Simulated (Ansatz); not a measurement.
Molecule: sum formula H₁₀Si₃NO (charge +1, singlet). It need not be the lowest isomer of its formula. 
Structure (B3LYP-D3(BJ)/def2-TZVP (Ansatz, an electronic-structure program) minimum search):
```xyz
15

Si    -0.0910     0.5368    -0.8554
N     -1.5134     0.7158     0.0140
Si    -2.7058    -0.5377     0.4225
O      1.1861     0.1552     0.3977
Si     2.8670    -0.3745     0.1749
H      0.0000    -0.6724    -1.6757
H      0.4382     1.7694    -1.4453
H     -1.7884     1.6675     0.2311
H     -3.9641    -0.2791    -0.2973
H     -2.0637    -1.7931    -0.0167
H     -2.9134    -0.5299     1.8825
H      3.6605     0.5828     0.9535
H      2.9938    -0.2478    -1.2814
H      2.9049    -1.7517     0.6789
H      0.8541     0.2559     1.3043
```
Charge +1, spin multiplicity 1.

Basis-set convergence of Hartree-Fock and CCSD correlation energies (hartree) with Ansatz. Cores are frozen in the correlated levels unless marked. Spin-orbit coupling is left out. Non-relativistic.

```
basis        functions        E(HF)  E(corr, CCSD)
-----------  ---------  -----------  -------------
cc-pV(D+d)Z        147  -1001.82734       -0.72773
cc-pV(T+d)Z        317  -1001.92095       -0.88474
cc-pV(Q+d)Z        602  -1001.94396       -0.93627
```

Extrapolating the two largest sets (X = 3 and 4) as X^-3: E(corr) = (64·(-0.93627) - 27·(-0.88474))/37 = -0.9739 Eh, an estimate of the basis-set limit. The largest set recovers 96.1 % of it, the smallest 74.7 %.
